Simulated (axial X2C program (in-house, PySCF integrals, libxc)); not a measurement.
## How the levels of HPdH (d8 s0 orbitals) move with the bond length

Computed with an axial X2C code built on PySCF integrals: two-component X2C with atomic mean-field Coulomb and Gaunt terms, basis H dyall-v3z, Pd dyall-v3z (cores contracted in-house). Orbitals come from Hartree–Fock averaged over the configuration Pd d8 s0; CI then distributes these electrons over the d, s shells of Pd.

At H–Pd–H held linear, both bonds 1.730 Å:

```tsv
Ω	energy (cm⁻¹)	g∥	configuration
3	0	7.98	100% d8
2	648	4.40	100% d8
1	1727	0.76	100% d8
0	2556	0.00	100% d8
2	3839	5.58	100% d8
1	4536	1.41	100% d8
0	4700	0.00	100% d8
0	6006	0.00	100% d8
4	7530	9.99	100% d8
1	9305	3.56	100% d8
3	9899	6.02	100% d8
0	10024	0.00	100% d8
2	11541	2.24	100% d8
1	11557	2.26	100% d8
```

g∥ is the magnitude of 2⟨Lz + ge Sz⟩ for the +Ω component. The lowest 14 levels at most are listed.

At H–Pd–H held linear, both bonds 1.609 Å:

```tsv
Ω	energy (cm⁻¹)	g∥	configuration
3	0	7.99	100% d8
2	800	4.26	100% d8
1	1980	0.49	100% d8
0	2967	0.00	100% d8
2	4436	5.72	100% d8
1	5129	1.62	100% d8
0	5455	0.00	100% d8
0	6433	0.00	100% d8
4	9080	9.99	100% d8
1	10770	2.81	100% d8
3	11434	6.02	100% d8
0	11682	0.00	100% d8
1	12246	3.04	100% d8
2	12909	2.50	100% d8
```

The lowest level lies 650 cm⁻¹ above the lowest at the first distance.

(1) How does the gap from the lowest to the fifth level change between the two distances?

There is no dynamic correlation: spin–orbit spacings and, for f shells, spacings inside one term are the most reliable numbers, splittings between terms come out too wide, and energies between configurations are not reliable, so the lowest level need not be the ground state of the molecule. For d shells the ligand-field splittings (σ, π, δ) and their order can be off by a thousand cm⁻¹ or more. At most 4 roots were kept for each Ω > 0 (twice that for Ω = 0) within 3.2 eV of the lowest, so higher up levels can be missing between those listed; levels with Ω > 0 are doubly degenerate and listed once, Ω = 0 levels singly. Some active spinors are only partly of the character that their shell is named for, so the shell names and counts are nominal. States that fill the shells left empty in the average are placed too high. The molecule was held linear; bending was not examined.

Answers

(1) From 3839 to 4436 cm⁻¹, a factor of 1.16.
